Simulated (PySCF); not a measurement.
```xyz
3
charge 0 multiplicity 1, angstrom
Pb    0.0000    0.0000   -0.0486
N     0.0000    0.0000   -1.9317
F     0.0000    0.0000    1.9561
```

Method: PBE0 in PySCF with Pb def2-TZVP with ECP60, N def2-TZVP, F def2-TZVP; scalar-relativistic core potentials, no spin–orbit coupling; density-fitted integrals.

This geometry of FPbN is a stationary point at this level.

(1) What is the point group?

(2) Is it a minimum?

(3) What are the dipole moment and the gap between the highest occupied and lowest empty levels?

(4) Give the ideal-gas entropy at 298.15 K and 1 bar by parts.

Answers

(1) C∞v.

(2) Yes: all harmonic wavenumbers are real.

(3) 1.49 D and 3.83 eV.

(4) translation 177.3, rotation 69.3, vibration 33.3, spin 0.0; total 279.9 J/(mol K).

Only a few start shapes were tried, so a lower isomer may exist. With an element this heavy the missing spin–orbit coupling can shift these numbers.
